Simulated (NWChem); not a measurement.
System: C2H8O2Si; SMILES OCC[SiH2]O

NWChem input:

```
start job
memory heap 200 mb stack 900 mb global 1100 mb
geometry units angstroms noautosym nocenter noautoz
  O     -0.090634     2.799585     0.009888
  C     -0.347206     1.434982    -0.297778
  C      0.640099     0.465091     0.358697
  Si     0.444385    -1.351138    -0.128844
  O     -1.015871    -2.008624     0.352659
  H     -0.144104     2.896797     0.973615
  H     -1.381330     1.161548    -0.025999
  H     -0.273034     1.372497    -1.389001
  H      1.664336     0.774937     0.104111
  H      0.557090     0.535249     1.454008
  H      0.616600    -1.466818    -1.609122
  H      1.480437    -2.158709     0.560364
  H     -1.797943    -1.745455    -0.150857
end
basis spherical
  * library pcsseg-1
end
dft
  xc pbe0
  iterations 150
end
property
  shielding
end
task dft property
```

Coordinates come from a B3LYP/6-31G* (spherical d) optimisation.

GIAO values for the isolated, static molecule; σ is the absolute isotropic shielding, δ = σ(reference) − σ with the isolated reference molecule computed at the same levels (13C: tetramethylsilane, 1H: tetramethylsilane, 17O: water).

Atoms are numbered as in the input.

**Question.** Give the results of this calculation. (PBE0/pcSseg-1, GIAO.) Quantities: δ C2 (ppm); δ C3 (ppm); δ O5 (ppm); δ H6 (ppm); δ H7 (ppm); δ H10 (ppm); δ H12 (ppm).

**Answer.** 
* **δ C2 (ppm)**: 63.1
* **δ C3 (ppm)**: 27.4
* **δ O5 (ppm)**: 15.9
* **δ H6 (ppm)**: -0.10
* **δ H7 (ppm)**: 3.76
* **δ H10 (ppm)**: 1.09
* **δ H12 (ppm)**: 4.89
